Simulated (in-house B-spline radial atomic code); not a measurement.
# LDA VWN5 excitations of Hg2+

Method: LDA VWN5. Computed with an all-electron radial atomic-structure program (B-spline basis): linear response of the closed shell [Xe] 4f14 5d10 with the functional's adiabatic kernel; scalar-relativistic (spin-free one-electron X2C), finite nucleus, no spin-orbit coupling, no double excitations, S, P, D and F terms only; shells from n = 3 respond. Only terms of natural parity with L up to 3 were computed.

Spin-orbit coupling is strong here, so these LS terms don't match observed levels.

Command:
```bash
python run_td.py task.json out
```
Settings (radii: box in bohr, nucleus in fm):
```
Z                        80
electrons                78
configuration            [Xe] 4f14 5d10
hamiltonian              x2c
method                   lda,vwn
box_radius               4
wall_radius              4
rms_radius               5.4648
intervals                64
```

Cost of the run: 5.6 s on 1 thread of Arm Neoverse N1, with other jobs on the host.

Confined states, up to the first strongly mixed one, which can leave gaps near the end. Labels give the largest channel, * marks a mixed state, and oscillator strengths are full-response dipole values. Semilocal kernels can invert the small singlet-triplet splittings of Rydberg terms. Energies in eV:

```json
{"state": "5d → 6s 3D", "full response": "6.099", "Tamm-Dancoff": "6.125", "oscillator strength": "-"}
{"state": "5d → 6s 1D", "full response": "7.171", "Tamm-Dancoff": "7.248", "oscillator strength": "-"}
{"state": "5d → 6p 3P", "full response": "?", "Tamm-Dancoff": "?", "oscillator strength": "-"}
{"state": "5d → 6p 3F", "full response": "17.565", "Tamm-Dancoff": "17.580", "oscillator strength": "-"}
{"state": "5d → 6p 1F", "full response": "18.095", "Tamm-Dancoff": "18.100", "oscillator strength": "-"}
{"state": "5d → 6p 1P", "full response": "?", "Tamm-Dancoff": "?", "oscillator strength": "?"}
{"state": "5d → 6d 3S", "full response": "35.05", "Tamm-Dancoff": "35.09", "oscillator strength": "-"}
{"state": "5d → 5f 3P", "full response": "35.13", "Tamm-Dancoff": "35.17", "oscillator strength": "-"}
{"state": "5d → 5f 3F", "full response": "35.75", "Tamm-Dancoff": "35.77", "oscillator strength": "-"}
{"state": "5d → 6d 3D", "full response": "36.11", "Tamm-Dancoff": "36.12", "oscillator strength": "-"}
```

Q: Where does 5d → 6p 3P lie?

A: At 17.286 eV in full response, 17.320 eV in Tamm-Dancoff.

Q: Where does 5d → 6p 1P lie?

A: At 19.385 eV in full response, 19.566 eV in Tamm-Dancoff, oscillator strength 1.1.

Q: How large is the singlet-triplet splitting of 5d → 6s (D terms) in Tamm-Dancoff?

A: 1.12 eV, from the unrounded values.

Q: What polarisabilities and dispersion coefficient does the method give?

A: Dipole 6.527 bohr³, quadrupole 29.47 bohr⁵, C6 42.83 hartree·bohr⁶ for two such species.
